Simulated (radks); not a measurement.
Values are calculated unless marked as measured or tabulated.
All-electron atom: Nd56+ in [He] 2s2.

Level of theory: scalar-relativistic Kohn-Sham, BLYP, spin-polarised, spherical densities, finite nucleus; Fermi nuclear charge, rms radius 4.9123 fm (a radial shooting solver on a logarithmic mesh with Libxc functionals).

Energy parts (eV):
part                      energy
total                 -126529.46
kinetic                139850.22
electron-nucleus      -269083.75
Hartree                  4144.77
exchange-correlation    -1440.70

Orbitals (lengths in bohr, moments of r in powers of bohr; <r^-3> diverges for s and p1/2):
orbital	occ.	eigenvalue (eV)	<r^2>	<r>	<r^-3>
1s	2	-49377.01	0.0007525	0.02353	-
2s	2	-12010.19	0.01080	0.09589	-

The highest occupied level is 2s at -12010.2 eV. For comparison, the ionisation energy in NIST's Atomic Spectra Database is 12082 eV (theoretical). In exact Kohn-Sham theory the highest level is minus the ionisation energy, but local and semilocal functionals leave it too shallow, through self-interaction and a potential that decays too fast; potentials with the right tail come closer. Summed over all electrons, <r^2> = 0.02310 bohr^2, which gives a Langevin (diamagnetic) susceptibility term of -0.0183 x 10^-6 cm^3/mol. The electron density at the nucleus is 4.677e+05 e/bohr^3 (large components only).
